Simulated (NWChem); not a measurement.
System: CH$_{5}$NSi$_{2}$; SMILES C1=N[SiH2][SiH2]1

Input file for NWChem:

```
start job
memory heap 200 mb stack 900 mb global 1100 mb
geometry units angstroms noautoz
  C      1.350857    -0.395166     0.000000
  N      1.203399     0.882727     0.000000
  Si    -0.592236     1.086209     0.000000
  Si    -0.378908    -1.248440     0.000000
  H      2.369897    -0.831693     0.000000
  H     -1.084403     1.804354     1.213426
  H     -1.084403     1.804354    -1.213426
  H     -0.703657    -2.065057     1.212411
  H     -0.703657    -2.065057    -1.212411
end
basis spherical
  C library def2-svp
  N library def2-svp
  Si library def2-svp
  H library def2-svp
end
dft
  xc bhlyp
  iterations 150
  mulliken
end
task dft energy
```

All runs use the structure optimised with PBE0/def2-SVP.

Question: Give the results of this calculation. (BHandHLYP/def2-SVP.) Quantities: energy (Ha); highest occupied level (eV); orbital gap (eV); dipole (D).

Answer: 
```
Quantity                      Result
---------------------------  -------
energy (Ha)                  -674.49
highest occupied level (eV)    -7.99
orbital gap (eV)                8.21
dipole (D)                      1.97
```
